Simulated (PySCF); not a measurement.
From one molecule to another.

First species: C5H6ClF3O.
SMILES: `C[C@H](CC(=O)Cl)C(F)(F)F`

Second species: C5H11NO2Si.
SMILES: `[H]/N=C/C(C)(C)[SiH2]OC=O`

Levels: PBE0/pcSseg-1 for dipole moment, HOMO energy, LUMO energy and HOMO–LUMO gap; GFN2-xTB for rotational constant A and rotational constant C. Geometries: GFN2-xTB. Each species is one conformer at its optimised geometry, gas phase, non-relativistic unless stated. Electronic properties by PySCF.

Dipoles, sizes and rotational constants follow the conformer. The torsions of the flexible species, by atom-mapped SMILES:
- `[CH3:1][C@H:2]([CH2:3][C:4](=[O:5])[Cl:6])[C:7]([F:8])([F:9])[F:10]`: C1–C2–C3–C4 65°, C2–C3–C4–O5 -123°, C1–C2–C7–F8 60°
- `[H]/[N:5]=[CH:4]/[C:2]([CH3:1])([CH3:3])[SiH2:6][O:7][CH:8]=[O:9]`: C1–C2–C4–N5 102°, C1–C2–Si6–O7 -174°, C2–Si6–O7–C8 1°, Si6–O7–C8–O9 -7°

Values for the first species:

- Dipole moment: 0.81 D
- HOMO energy: -8.86 eV
- LUMO energy: -1.39 eV
- HOMO–LUMO gap: 7.47 eV
- Rotational constant A: 2.042 GHz
- Rotational constant C: 0.570 GHz

Question: Estimate the same properties for the second species, and the change in each.

Answer: 
```tsv
property	first	second	second less first
dipole moment	0.81 D	1.78 D	+0.97 D
HOMO energy	-8.86 eV	-7.74 eV	+1.12 eV
LUMO energy	-1.39 eV	-0.29 eV	+1.10 eV
HOMO–LUMO gap	7.47 eV	7.45 eV	-0.02 eV
rotational constant A	2.042 GHz	2.025 GHz	-0.017 GHz
rotational constant C	0.570 GHz	1.072 GHz	+0.502 GHz
```

On the first: The dipole equals about 2.7 × 10⁻³⁰ C·m (1 D = 3.33564 × 10⁻³⁰ C·m).

On the second: The dipole matches unit charges of opposite sign 0.37 Å apart (1 e·Å = 4.8032 D).
